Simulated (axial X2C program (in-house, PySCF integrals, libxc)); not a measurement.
**WSb: properties at the nuclei**

Calculated with an axial X2C code built on PySCF integrals: two-component X2C with atomic mean-field Coulomb and Gaunt terms, Gaussian nuclei, basis W dyall-cv3z, Sb dyall-cv3z with contracted cores.

R = 2.502 Å (near the PBE0 minimum at charge 0 of the determinant lowest at the starting distance; the state shown can have its own minimum elsewhere).

Determinant lowest in the PBE0 search, Ω = 3/2 (⟨Sz⟩ = 1.49, ⟨Lz⟩ = 0.01 at PBE0), spin on the atoms W 2.26, Sb -0.77:

```tsv
level	Eeff magnitude (GV/cm)	Ws magnitude W (kHz)	A∥/gI W (MHz)	qzz W (a.u.)	A∥/gI Sb (MHz)	qzz Sb (a.u.)	μ (D)
PBE0	19.3	11.6	2410	0.25	378	-2.96	-3.03
HF	10.2	7.66	2190	-1.20	353	-5.08	-3.94
PBE50	16	9.88	2430	-0.13	395	-3.81	-3.51
PBE	19.2	11.3	2280	0.41	300	-2.21	-2.48
r2SCAN	22.5	14.5	2940	0.18	394	-2.96	-3.00
```

Eeff is the effective electric field on the electron electric dipole moment in this Ω state and Ws the scalar–pseudoscalar constant of the nucleus named (defined with the proton number Z and per Ω); A∥ (defined per Ω) follows by multiplying with gI = μI/(I μN); qzz is the electric field gradient, eQq0 = 234.96 MHz × Q/barn × qzz; μ is positive if the Sb end (last atom) is positive. The operators were transformed with the bare-nucleus X2C matrices; with these basis sets, hyperfine constants and field gradients can be off by tens of per cent, and where levels differ in sign neither size nor sign is settled.

Q: With gI(183W) = 0.2356, gI(121Sb) = 1.3454 (g factors from the IAEA table of nuclear moments by Stone), turn the PBE0 values of the first state into constants in MHz.

A: A∥(183W) = 2410 × 0.2356 = 568 MHz; A∥(121Sb) = 378 × 1.3454 = 509 MHz.

Each state is one determinant with collinear spin, which with several unpaired electrons need not be a pure state. Unrestricted Hartree–Fock can overshoot spin polarisation at the nuclei. This is the top spin component of a Σ state; components of lower Ω are not single determinants and can lie lower. With several open shells hyperfine constants can be off by a factor of several. Where Eeff spreads by more than a factor of two the levels disagree and none is to be relied on. In the state Ω = 3/2 the atomic spins oppose each other (2.26, -0.77): a broken-symmetry determinant whose values are not spin-projected. The search compared states at one distance, so a state with another bond length can lie lower. Further determinants of the search, some of them spin-mixed, are not shown. Where a field gradient or hyperfine factor spreads by more than a factor of two over the levels, a constant derived from it is not to be relied on.
